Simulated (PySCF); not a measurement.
C6H9S (doublet state).
Geometry (GFN2-xTB, Å), atoms numbered from 1 in this order:
```xyz
16
C6H9S angstrom
C     -1.2597   -0.5315   -1.3621
C     -0.9980    0.2000   -0.2272
C     -1.1721    1.5640   -0.1600
C     -0.4161   -0.5002    0.9772
C      1.0935   -0.3714    1.0136
C      1.8879   -0.3881   -0.2362
S      1.8355    1.2180    0.5721
H     -1.6472   -0.0590   -2.2465
H     -1.1120   -1.5962   -1.3947
H     -0.9799    2.1129    0.7428
H     -1.5117    2.1197   -1.0154
H     -0.6601   -1.5659    0.9562
H     -0.8280   -0.0737    1.8946
H      1.5512   -0.8180    1.8915
H      2.8575   -0.8672   -0.2410
H      1.3517   -0.4343   -1.1763
```

The hyperfine couplings belong to this conformer and change with its torsions.

Identity: `[CH2]C(=C)C[C@H]1CS1` [radical].

Theory: PySCF 2.14.0, UKS B3LYP, pcH-1 on C H S, non-relativistic, mean-field spin-orbit, GIAO. One conformer (not necessarily the lowest) at the GFN2-xTB geometry, without solvent, vibrations or thermal averaging. A GFN2-xTB geometry isn't a minimum of the functional, and hyperfine couplings can be far from their values at a DFT geometry. The SCF solution wasn't tested for stability. ⟨S²⟩ is 0.776 where a pure state has 0.75.

Question: Give the principal g shifts and their parts.

Answer: 
| Δg (ppm) | 1 | 2 | 3 |
| --- | --- | --- | --- |
| relativistic mass correction | -148 | -148 | -148 |
| gauge correction | 15 | 36 | 20 |
| orbital Zeeman/spin–orbit | -664 | -153 | 385 |
| total | -797 | -265 | 257 |

So g = 2.00152, 2.00205, 2.00258 and g_iso = 2.00205; the tensor is rhombic: the two nearest values differ by 50 % of g3 − g1. Axes: g2 points within 15° of the C2–C3 bond.

Question: At 9.403 GHz, how far is the centre of the isotropic spectrum from where a free electron (g = 2.002319) resonates?

Answer: B = hν/(g μB) with μB/h = 13.99624 MHz/mT gives 335.52 mT for the free electron and 335.57 mT at g_iso, 0.04 mT higher.

Question: What effective moment and Curie constant follow for a powder?

Answer: With the mean of g² = 4.0082 and S(S+1) = 0.75: μ_eff = √(⟨g²⟩S(S+1)) = 1.734 μB and χT = 0.12505·⟨g²⟩·S(S+1) = 0.376 cm³ K/mol (cgs; spin-Hamiltonian part alone).

Question: What are the electron Larmor frequencies g μB B/h along the three axes at 330 mT?

Answer: 9.2446, 9.2470, 9.2494 GHz for g1, g2 and g3, a range of 4.9 MHz.

Question: In a frozen sample, at which fields do the three g values resonate at 9.5, 34, 94 and 263 GHz (hyperfine left aside), and which band first spreads them over more than twice a line width of 1.0 mT?

Answer: 
```csv
band,GHz,B(g3) mT,B(g2) mT,B(g1) mT,spread mT
X,9.5,338.94,339.03,339.12,0.18
Q,34.0,1213.05,1213.37,1213.69,0.64
W,94.0,3353.72,3354.60,3355.49,1.77
J,263.0,9383.29,9385.74,9388.23,4.94
```

The spread grows in proportion to the frequency. J band is the first where it exceeds 2.0 mT.

The largest Mulliken spin populations are on C3 (+0.68), C1 (+0.65) and C2 (-0.26). The angles at C3 add up to 360.0°, so it is planar; its axial dipolar tensor and the negative couplings of its protons fit spin in a p orbital normal to that plane.

The HOMO–LUMO gaps are 5.29 eV among the α and 4.07 eV among the β orbitals.

On an AMD EPYC 7B13 with one thread, shared host, this took 65 s (with the writing of density and orbital grids) and 1.0 GiB of memory at its peak.
